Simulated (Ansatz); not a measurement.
## Two structures, one formula

Two isomers of AlSiH4Se (charge +1), singlet, relaxed at PBE0-D4/def2-TZVP (vibrations not checked).

A:

Al1  (-1.609, 0.485, 0.036)
Si2  (0.932, 0.446, 0.278)
Se3  (2.148, -1.270, -0.304)
H4  (-2.062, -0.883, -0.578)
H5  (-2.273, 1.815, 0.521)
H6  (1.882, 1.463, 0.793)
H7  (0.982, -2.057, -0.746)
(Å)

B:

Si1  (-0.963, -0.009, -0.683)
Al2  (1.157, -0.918, -0.187)
Se3  (-0.086, 0.415, 1.566)
H4  (-2.176, -0.816, -0.440)
H5  (-1.162, 1.286, -1.363)
H6  (0.668, 1.609, 1.135)
H7  (2.570, -1.570, -0.090)
(Å)

Ansatz 0.2.0; basis: def2-TZVPP; cores frozen in the correlated methods. Filled d shells of the heavier atoms are correlated. The def2 sets are not built for correlating such inner shells, so the correlated values are less sure here. B3LYP uses VWN-RPA correlation.

Q: Which structure is lower at CCSD(T), and by how much? (An estimate is asked for; the value comes from the calculation.)

A: Computed: B, by 51.6 kJ/mol (electronic energy, against the other). By their contacts, A is AlSiH₄Se ([AlH2][SiH][SeH]), total charge +1 and B is AlSiH₄Se ([AlH]1[SiH2][SeH]1), total charge +1.

All methods give the same order:

```json
{"method": "PBE-D4", "E(B) − E(A) (kJ/mol)": "-58.6"}
{"method": "r2SCAN-D4", "E(B) − E(A) (kJ/mol)": "-63.1"}
{"method": "PBE0-D4", "E(B) − E(A) (kJ/mol)": "-63.3"}
{"method": "B3LYP-D4", "E(B) − E(A) (kJ/mol)": "-44.8"}
{"method": "wB97M-V", "E(B) − E(A) (kJ/mol)": "-56.1"}
{"method": "HF", "E(B) − E(A) (kJ/mol)": "-37.6"}
{"method": "MP2", "E(B) − E(A) (kJ/mol)": "-58.2"}
{"method": "CCSD", "E(B) − E(A) (kJ/mol)": "-50.7"}
{"method": "CCSD(T)", "E(B) − E(A) (kJ/mol)": "-51.6"}
```

The T1 diagnostic stays at or below 0.016.

Labels in which every atom is bracketed show which atoms are joined, not bond orders.
